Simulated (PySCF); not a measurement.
PySCF job for HOSi, SMILES O=[SiH] (connectivity only; charge and spin as stated), charge +1, multiplicity 1, PBE/pcSseg-2. Geometry: PBE0-D3(BJ)/def2-TZVPD. The multiplicity is an assumed one; other spin states were not compared. The isomer is the one that the SMILES or the coordinates give; other isomers of the formula were not compared.

```python
import numpy as np
from pyscf import gto, scf, dft
from pyscf.prop.nmr import rks as nmr

mol = gto.M(
    atom='''
    O     0.00000000    0.00000000    1.03296911
    Si    0.00000000    0.00000000   -0.45187307
    H     0.00000000    0.00000000   -1.93752994
    ''',
    basis='pcSseg-2',
    charge=1,
    spin=0,
    max_memory=1600,
    verbose=3,
)
mf = dft.RKS(mol, xc='pbe')
mf.grids.level = 3
mf.conv_tol = 1e-10
mf.max_cycle = 100
mf.kernel()
n = nmr.NMR(mf)
n.verbose = 2
n.max_cycle_cphf = 60
sigma = n.kernel()
print('atom   isotropic/ppm   span/ppm')
for i, s in enumerate(sigma):
    w = np.linalg.eigvalsh((s + s.T) / 2)
    print(f'{mol.atom_symbol(i):2s}{i + 1:3d} {w.mean():14.3f} {w[2] - w[0]:11.3f}')
```

Log of the run:

```
converged SCF energy = -364.763648801177
atom   isotropic/ppm   span/ppm
O   1        -93.636     757.793
Si  2        278.212     893.141
H   3         22.736      13.152
```

The calculation finished and met its thresholds.

Cost: about 2.9 core-seconds (a rough figure).
